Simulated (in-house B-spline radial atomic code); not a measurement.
Values are calculated unless marked as measured or tabulated.
## Quantum size effects in thin K films (jellium)

The positive ions are smeared into a uniform slab; the electrons are solved self-consistently in the LDA (PW92) on a fine grid across the film. Stabilised jellium adds, inside the slab, the constant potential −n de/dn that makes the bulk stable at the metal's density. No lattice, so no dependence on crystal face. Atomic units unless named. The table is for plain jellium.

K: 1 valence electron per atom, density 0.89 g/cm³, mass 39.1 u, so r_s = 4.9 bohr.

| thickness (nm) | in Fermi wavelengths | filled subbands | work function (eV) | surface energy (J/m²) |
| --- | --- | --- | --- | --- |
| 0.849 | 1.000 | 2 | 2.559 | 0.097 |
| 0.955 | 1.125 | 3 | 2.465 | 0.104 |
| 1.061 | 1.250 | 3 | 2.607 | 0.107 |
| 1.167 | 1.375 | 3 | 2.623 | 0.103 |
| 1.273 | 1.500 | 3 | 2.567 | 0.100 |
| 1.380 | 1.625 | 4 | 2.502 | 0.103 |
| 1.485 | 1.750 | 4 | 2.590 | 0.105 |
| 1.592 | 1.875 | 4 | 2.603 | 0.103 |
| 1.698 | 2.000 | 4 | 2.570 | 0.101 |
| 1.804 | 2.125 | 5 | 2.523 | 0.103 |
| 1.910 | 2.250 | 5 | 2.583 | 0.104 |
| 2.016 | 2.375 | 5 | 2.593 | 0.103 |
| 2.123 | 2.500 | 5 | 2.570 | 0.101 |

Question: At what steps in thickness do new subbands fill, and why?

Answer: λ_F = 2π/k_F = 16.042 bohr = 0.849 nm. New subbands appear by 1.125, 1.625, 2.125 λ_F, each within the grid step of 1/8 λ_F; the true step is half a wavelength (0.424 nm), since a level crosses E_F each time one more half wave at k_F fits across the film.

Question: How large is the oscillation of the work function here?

Answer: It runs from 2.465 to 2.623 eV over the table, 0.16 eV within the first four rows and 0.07 eV within the last four, about a thick-film value of 2.57 eV. The grid can skip the cusp where a subband opens, so the true swing can be larger; measurement on the bulk metal gives 2.29 eV.

Question: The film of 38.1 bohr has subband bottoms at -4.607, -4.401, -4.056, -3.568, -2.942 eV, measured from the vacuum level. Show that these levels and neutrality give the work function in the table.

Answer: Each subband holds (E_F − ε_j)/π electrons per bohr², spin included. Neutrality needs n L = 0.0020292 × 38.1 = 0.07731, and π n L × 27.2114 = 6.609 eV. So E_F = (π n L + Σ ε_j)/5 = (6.609 + (-19.574))/5 = -2.593 eV, and the work function is 2.593 eV.
